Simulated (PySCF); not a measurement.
PySCF job for Sn(H)(F)(Me)2 (C₂H₇FSn), SMILES [CH3][SnH]([CH3])[F], TDA-PBE/def2-SVPD. Geometry optimised at B3LYP-D3(BJ)/def2-SVP. The def2 effective core potentials stand for the cores of Sn; spin–orbit coupling is left out.

```python
import numpy as np
from pyscf import gto, scf, dft, tdscf

mol = gto.M(
    atom='''
    Sn    0.24605359   -0.01925352   -0.00000000
    C    -0.46247779    0.91907355    1.80859535
    C    -0.46247779    0.91907356   -1.80859534
    F    -0.57524254   -1.80082637   -0.00000000
    H     1.94141536   -0.33684323    0.00000001
    H     0.01327017    1.90321152    1.93360371
    H    -0.21950431    0.28700425    2.67423322
    H    -1.55235511    1.04882128    1.74714327
    H    -0.21950430    0.28700426   -2.67423322
    H     0.01327017    1.90321152   -1.93360369
    H    -1.55235511    1.04882128   -1.74714327
    ''',
    basis='def2-SVPD',
    ecp={'Sn': 'def2-svp'},
    charge=0,
    spin=0,
    symmetry=True,
    max_memory=1600,
    verbose=4,
)
mf = dft.RKS(mol, xc='pbe').density_fit(auxbasis='def2-universal-jkfit')
mf.grids.level = 3
mf.conv_tol = 1e-9
mf.max_cycle = 100
mf.kernel()
mf.grids = dft.Grids(mol).set(level=1).build(with_non0tab=True)  # coarser grid for the response kernel
td = tdscf.TDA(mf)
td.singlet = True
td.nstates = 10
td.conv_tol = 1e-4
td.positive_eig_threshold = 1e-6
td.kernel(x0=td.get_init_guess(mf, 15))
td.analyze()
tt = tdscf.TDA(mf)
tt.singlet = False
tt.nstates = 4
tt.conv_tol = 1e-4
tt.positive_eig_threshold = 1e-6
tt.kernel(x0=tt.get_init_guess(mf, 9))
tt.analyze(verbose=3)
```

Output:

```
PySCF version 2.14.0

[INPUT] verbose = 4
[INPUT] num. atoms = 11
[INPUT] num. electrons = 50
[INPUT] charge = 0
[INPUT] spin (= nelec alpha-beta = 2S) = 0
[INPUT] symmetry True subgroup None
[INPUT] Mole.unit = angstrom
[INPUT] Symbol           X                Y                Z      unit          X                Y                Z       unit  Magmom
[INPUT]  1 Sn     0.246053590000  -0.019253520000   0.000000000000 AA    0.464973897066  -0.036383879734   0.000000000000 Bohr   0.0
[INPUT]  2 C     -0.462477790000   0.919073550000   1.808595350000 AA   -0.873956361794   1.736797297832   3.417749881662 Bohr   0.0
[INPUT]  3 C     -0.462477790000   0.919073560000  -1.808595340000 AA   -0.873956361794   1.736797316729  -3.417749862765 Bohr   0.0
[INPUT]  4 F     -0.575242540000  -1.800826370000   0.000000000000 AA   -1.087050855799  -3.403068637195   0.000000000000 Bohr   0.0
[INPUT]  5 H      1.941415360000  -0.336843230000   0.000000010000 AA    3.668743324424  -0.636541451614   0.000000018897 Bohr   0.0
[INPUT]  6 H      0.013270170000   1.903211520000   1.933603710000 AA    0.025076986926   3.596548529917   3.653981445343 Bohr   0.0
[INPUT]  7 H     -0.219504310000   0.287004250000   2.674233220000 AA   -0.414803029062   0.542359429086   5.053568379014 Bohr   0.0
[INPUT]  8 H     -1.552355110000   1.048821280000   1.747143270000 AA   -2.933526005969   1.981984972816   3.301622280677 Bohr   0.0
[INPUT]  9 H     -0.219504300000   0.287004260000  -2.674233220000 AA   -0.414803010164   0.542359447983  -5.053568379014 Bohr   0.0
[INPUT] 10 H      0.013270170000   1.903211520000  -1.933603690000 AA    0.025076986926   3.596548529917  -3.653981407548 Bohr   0.0
[INPUT] 11 H     -1.552355110000   1.048821280000  -1.747143270000 AA   -2.933526005969   1.981984972816  -3.301622280677 Bohr   0.0

nuclear repulsion = 210.396630839438
point group symmetry = Cs
symmetry origin: [7.26817751e-10 5.08772417e-09 2.18045323e-09]
symmetry axis x: [ 1.00000000e+00 -8.23862663e-10  6.97895265e-10]
symmetry axis y: [8.23862661e-10 1.00000000e+00 2.51294332e-09]
symmetry axis z: [-6.97895267e-10 -2.51294332e-09  1.00000000e+00]
num. orbitals of irrep A' = 88
num. orbitals of irrep A" = 63
number of shells = 65
number of NR pGTOs = 230
number of NR cGTOs = 151
basis = def2-SVPD
ecp = {'Sn': 'def2-svp'}


[settings echo left out]
init E= -370.80335441703
HOMO (A") = -0.751899584678955  LUMO (A') = -0.646739304390106  gap/eV = 2.86156
cycle= 1 E= -392.252143909508  delta_E= -21.4  |g|= 3.05  |ddm|= 12.7
HOMO (A') = 0.0784893459334524  LUMO (A') = 0.0825443258368211  gap/eV = 0.11034
cycle= 2 E= -363.285152291598  delta_E=   29  |g|= 11.9  |ddm|= 79.6
HOMO (A") = -0.220808619755502  LUMO (A') = -0.0124898688244195  gap/eV = 5.66864
cycle= 3 E= -394.089766556487  delta_E= -30.8  |g|= 0.74  |ddm|=   79
HOMO (A') = -0.251695610629561  LUMO (A') = -0.0367025670829875  gap/eV = 5.85026
cycle= 4 E= -394.218843971654  delta_E= -0.129  |g|= 0.295  |ddm|= 1.46
HOMO (A") = -0.255867873469864  LUMO (A') = -0.0381364535891658  gap/eV = 5.92477
cycle= 5 E= -394.232843795138  delta_E= -0.014  |g|= 0.226  |ddm|= 0.512
HOMO (A") = -0.257486851871811  LUMO (A') = -0.0339870521595534  gap/eV = 6.08174
cycle= 6 E= -394.241912909582  delta_E= -0.00907  |g|= 0.0471  |ddm|= 0.193
HOMO (A") = -0.261696926004632  LUMO (A') = -0.0358482396660449  gap/eV = 6.14566
cycle= 7 E= -394.242452599296  delta_E= -0.00054  |g|= 0.0151  |ddm|= 0.0737
HOMO (A") = -0.260574392476347  LUMO (A') = -0.0358112316223527  gap/eV = 6.11612
cycle= 8 E= -394.242519080981  delta_E= -6.65e-05  |g|= 0.00327  |ddm|= 0.0194
HOMO (A") = -0.26081149545675  LUMO (A') = -0.0359393549992162  gap/eV = 6.11908
cycle= 9 E= -394.242521784271  delta_E= -2.7e-06  |g|= 0.000528  |ddm|= 0.0044
HOMO (A") = -0.260725506535849  LUMO (A') = -0.0358702416434444  gap/eV = 6.11862
cycle= 10 E= -394.242521876594  delta_E= -9.23e-08  |g|= 8.88e-05  |ddm|= 0.000942
HOMO (A") = -0.2607306220984  LUMO (A') = -0.035870477939613  gap/eV = 6.11876
cycle= 11 E= -394.242521878215  delta_E= -1.62e-09  |g|= 2.35e-05  |ddm|= 0.000126
HOMO (A") = -0.260732521768439  LUMO (A') = -0.0358728233483627  gap/eV = 6.11874
cycle= 12 E= -394.24252187836  delta_E= -1.45e-10  |g|= 3.52e-06  |ddm|= 3.38e-05
HOMO (A") = -0.260732627684721  LUMO (A') = -0.0358729230019215  gap/eV = 6.11874
Extra cycle  E= -394.242521878361  delta_E= -9.09e-13  |g|= 3.42e-06  |ddm|= 1.13e-05
converged SCF energy = -394.242521878361
tot grids = 40992
Overwritten attributes  positive_eig_threshold  of <class 'pyscf.tdscf.rks.TDA'>


******** <class 'pyscf.tdscf.rks.TDA'> for <class 'pyscf.df.df_jk.DFSymAdaptedRKS'> ********
nstates = 10 singlet
deg_eia_thresh = 1.000e-03
wfnsym = None
conv_tol = 0.0001
eigh lindep = 1e-12
eigh level_shift = 0
eigh max_cycle = 100


Excitation energies (eV)
[6.29486127 6.56559587 6.69587703 6.84688773 7.14971513 7.19813399
 7.38680009 7.43733349 7.67398205 7.78081474]

** Singlet excitation energies and oscillator strengths **
Excited State   1:   A"      6.29486 eV    196.96 nm  f=0.0032
      25 -> 26       -0.61717
      25 -> 27        0.33856
Excited State   2:   A'      6.56560 eV    188.84 nm  f=0.0050
      24 -> 26       -0.62000
      24 -> 27        0.32962
Excited State   3:   A"      6.69588 eV    185.16 nm  f=0.1295
      24 -> 29       -0.13842
      25 -> 26       -0.27405
      25 -> 27       -0.55156
      25 -> 28       -0.28430
Excited State   4:   A'      6.84689 eV    181.08 nm  f=0.0230
      24 -> 26        0.24937
      24 -> 27        0.54780
      24 -> 28        0.22633
      25 -> 29        0.26256
Excited State   5:   A"      7.14972 eV    173.41 nm  f=0.0117
      23 -> 27       -0.11344
      24 -> 29       -0.21766
      25 -> 26       -0.11752
      25 -> 27       -0.16247
      25 -> 28        0.61677
Excited State   6:   A'      7.19813 eV    172.24 nm  f=0.0362
      24 -> 27        0.13022
      24 -> 28        0.27138
      25 -> 29       -0.61812
Excited State   7:   A"      7.38680 eV    167.85 nm  f=0.1322
      23 -> 27        0.18379
      24 -> 29       -0.63908
      25 -> 27        0.12192
      25 -> 28       -0.11729
Excited State   8:   A'      7.43733 eV    166.71 nm  f=0.1113
      22 -> 26        0.16895
      22 -> 27        0.24871
      24 -> 26        0.13508
      24 -> 27        0.16253
      24 -> 28       -0.56115
      25 -> 29       -0.14594
Excited State   9:   A"      7.67398 eV    161.56 nm  f=0.0002
      23 -> 26        0.69695
Excited State  10:   A'      7.78081 eV    159.35 nm  f=0.0007
      22 -> 26        0.66144
      22 -> 27       -0.19345

** Transition electric dipole moments (AU) **
state          X           Y           Z        Dip. S.      Osc.
  1         0.0000      0.0000      0.1434      0.0206      0.0032
  2         0.1770      0.0052     -0.0000      0.0313      0.0050
  3        -0.0000     -0.0000      0.8886      0.7896      0.1295
  4        -0.2861      0.2352     -0.0000      0.1372      0.0230
  5        -0.0000      0.0000      0.2581      0.0666      0.0117
  6        -0.2787      0.3569     -0.0000      0.2051      0.0362
  7        -0.0000      0.0000     -0.8548      0.7307      0.1322
  8        -0.7223      0.2988      0.0000      0.6109      0.1113
  9         0.0000     -0.0000      0.0338      0.0011      0.0002
 10         0.0376     -0.0476      0.0000      0.0037      0.0007

WARN: ECP detected. Skipping calculation of transition velocity and magnetic dipole moments, which have not yet been implemented.



******** <class 'pyscf.tdscf.rks.TDA'> for <class 'pyscf.df.df_jk.DFSymAdaptedRKS'> ********
nstates = 4 triplet
deg_eia_thresh = 1.000e-03
wfnsym = None
conv_tol = 0.0001
eigh lindep = 1e-12
eigh level_shift = 0
eigh max_cycle = 100


Excitation energies (eV)
[5.86109896 6.01586198 6.14602141 6.32136103]

** Triplet excitation energies and oscillator strengths **
Excited State   1:   A"      5.86110 eV    211.54 nm  f=0.0000
Excited State   2:   A'      6.01586 eV    206.10 nm  f=0.0000
Excited State   3:   A"      6.14602 eV    201.73 nm  f=0.0000
Excited State   4:   A'      6.32136 eV    196.14 nm  f=0.0000
```

The calculation finished and met its thresholds.

Cost: about 70 core-seconds (a rough figure).
